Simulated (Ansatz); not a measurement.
Cost and result for the atomization energy of CH$_{7}$ClGeO$_{2}$Si, SMILES `C[O][Ge]([OH])([SiH3])[Cl]` (13 atoms, 12 bonds).

```xyz
13

C    -0.7434   -0.6112    1.9374
O     0.4906   -0.3242    1.3152
Ge    0.6528   -0.3361   -0.4447
O     2.3881   -0.3144   -0.7285
Si   -0.4045    1.4381   -1.6310
Cl   -0.1719   -2.2341   -1.1048
H    -0.5816   -0.5873    3.0166
H    -1.1172   -1.6026    1.6612
H    -1.5111    0.1324    1.6900
H     2.8604   -0.9009   -0.1298
H    -0.2170    1.2047   -3.0824
H    -1.8466    1.4093   -1.2831
H     0.2012    2.7264   -1.2160
```

The species carries charge 0 and has multiplicity 1. Correlated methods include outer-core shells of Ge, which these sets cover unevenly. Scalar relativity is left out up to krypton. Geometry: relaxed with PBE0-D4/def2-TZVP. It is one conformer, not always the lowest. Program: Ansatz. All runs use 2 threads of an AMD EPYC 7R13 on a shared host and a share of an NVIDIA H100 80 GB. Times are those of one run each, without the atoms' runs, and a repeat can differ threefold. Electronic energies, without spin–orbit coupling; frozen cores. CCSD(T)/CBS adds CCSD(T) − MP2 in def2-TZVPP to the MP2 limit, and its time is that of the two runs behind it. T1 = 0.012. With those shells the extrapolation isn't a true limit. B3LYP takes the VWN-RPA correlation (the form of Gaussian; ORCA's B3LYP/G).

CCSD(T)/CBS is a level of theory with its own doubt, some kJ/mol a heavy atom from the limit and from the frozen cores, so smaller differences don't rank the functionals.

```tsv
level	functions	wall time	atomization (kJ/mol)	difference from CCSD(T)/CBS	per bond
r2SCAN-D4/def2-TZVPP (with forces)	323	4.6 s	4438.1	-6.2	-0.5
PBE-D4/def2-TZVPP (with forces)	323	6.5 s	4471.9	27.6	2.3
ωB97X-V/def2-TZVPP	323	6.5 s	4450.6	6.3	0.5
B3LYP-D4/def2-TZVPP (with forces)	323	7 s	4398.9	-45.4	-3.8
B2PLYP/def2-TZVPP	323	9 s	4360.9	-83.4	-7.0
PBE0-D4/def2-TZVPP	323	10 s	4392.0	-52.3	-4.4
MP2/def2-QZVPP	610	11 s	4467.0	22.7	1.9
ωB97M-V/def2-TZVPP (with forces)	323	16 s	4423.7	-20.6	-1.7
CCSD(T)/def2-TZVPP	323	17 s	4328.3	-116.0	-9.7
CCSD(T)/CBS(def2)	–	27 s	4444.3	0.0	0.0
```

In def2-TZVPP, CCSD(T) changes the Hartree–Fock value by +1168.1 kJ/mol (the triples alone add +70.0 kJ/mol) and MP2 by +1238.5 kJ/mol; breaking electron pairs costs correlation energy, which Hartree–Fock lacks. From PBE to PBE0 (25 % exact exchange), in def2-TZVPP and without D4, the atomization energy moves by −75.4 kJ/mol: exact exchange takes away binding that semilocal exchange gives to molecules. The D4 term adds +54.0 kJ/mol with B3LYP and +29.0 kJ/mol with PBE0; it sums over pairs of atoms, weighted by their polarisabilities, and B3LYP, whose exchange is more repulsive, gets the larger term.
